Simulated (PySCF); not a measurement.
Si(H)2(OH)(SMe), CH6OSSi, SMILES CS[SiH2]O (PBE0/def2-SVP optimised geometry):

```
10

Si     0.258     0.700     0.000
O     -0.157     2.308     0.000
S     -0.606    -0.266    -1.712
C     -1.137    -1.855    -0.991
H     -0.254    -0.054     1.189
H      1.744     0.700     0.000
H     -1.089     2.501    -0.148
H     -0.279    -2.501    -0.759
H     -1.744    -1.708    -0.088
H     -1.751    -2.351    -1.755
```

Level of theory: PySCF with PBE0/def2-TZVP.

### Question
What are the frontier orbital energies and the dipole moment?

### Answer
HOMO-2 -9.21 eV, HOMO-1 -8.38 eV, HOMO -7.03 eV, LUMO -0.11 eV, LUMO+1 0.74 eV; dipole moment 2.15 D.

On the same geometry PBE/def2-TZVP in PySCF gives HOMO-2 -7.71 eV, HOMO-1 -7.08 eV, HOMO -5.82 eV, LUMO -1.00 eV, LUMO+1 -0.14 eV; dipole moment 2.07 D.

Meta-Löwdin charges at PBE0/def2-TZVP: Si1 0.82, O2 -0.75, S3 -0.20, C4 -0.39, H5 -0.13, H6 -0.10, H7 0.35, H8 0.13, H9 0.13, H10 0.14.
